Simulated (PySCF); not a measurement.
Ba (barium, neutral) across methods

[Xe] 6s2, closed-shell 1S. Calculation: PySCF 2.14, in aug-cc-pVDZ-X2C; the spin-free X2C one-electron Hamiltonian (Gaussian nucleus).

```json
{"method": "PBE", "E (hartree)": "-8134.31", "mean ε 5s (eV)": "-33.892", "mean ε 5p (eV)": "-18.978", "mean ε 6s (eV)": "-3.255", "Σ⟨r²⟩ (bohr²)": "97.14", "⟨S²⟩": "0.000"}
{"method": "B3LYP", "E (hartree)": "-8134.85", "mean ε 5s (eV)": "-36.016", "mean ε 5p (eV)": "-20.205", "mean ε 6s (eV)": "-3.606", "Σ⟨r²⟩ (bohr²)": "97.28", "⟨S²⟩": "0.000"}
{"method": "UHF", "E (hartree)": "-8131.63541", "mean ε 5s (eV)": "-43.628", "mean ε 5p (eV)": "-24.471", "mean ε 6s (eV)": "-4.438", "Σ⟨r²⟩ (bohr²)": "103.7", "⟨S²⟩": "0.000"}
{"method": "BHandHLYP", "E (hartree)": "-8134.75", "mean ε 5s (eV)": "-39.073", "mean ε 5p (eV)": "-21.983", "mean ε 6s (eV)": "-4.014", "Σ⟨r²⟩ (bohr²)": "98.52", "⟨S²⟩": "0.000"}
{"method": "M06-2X", "E (hartree)": "-8135.47", "mean ε 5s (eV)": "-39.202", "mean ε 5p (eV)": "-22.096", "mean ε 6s (eV)": "-4.172", "Σ⟨r²⟩ (bohr²)": "96.83", "⟨S²⟩": "0.000"}
{"method": "r2SCAN", "E (hartree)": "-8134.72", "mean ε 5s (eV)": "-34.910", "mean ε 5p (eV)": "-19.597", "mean ε 6s (eV)": "-3.267", "Σ⟨r²⟩ (bohr²)": "99.08", "⟨S²⟩": "0.000"}
{"method": "TPSS", "E (hartree)": "-8134.39", "mean ε 5s (eV)": "-34.182", "mean ε 5p (eV)": "-19.180", "mean ε 6s (eV)": "-3.227", "Σ⟨r²⟩ (bohr²)": "98.22", "⟨S²⟩": "0.000"}
{"method": "PBE0", "E (hartree)": "-8134.39", "mean ε 5s (eV)": "-36.605", "mean ε 5p (eV)": "-20.611", "mean ε 6s (eV)": "-3.714", "Σ⟨r²⟩ (bohr²)": "97.75", "⟨S²⟩": "0.000"}
```

Q: Estimate the same row for LDA.

A: E (hartree) = -8127.71; mean ε 5s (eV) = -34.092; mean ε 5p (eV) = -19.107; mean ε 6s (eV) = -3.377; Σ⟨r²⟩ (bohr²) = 95.84; ⟨S²⟩ = 0.000.

Spin-orbit coupling, which splits the p, d and f shells strongly at this Z, is absent.
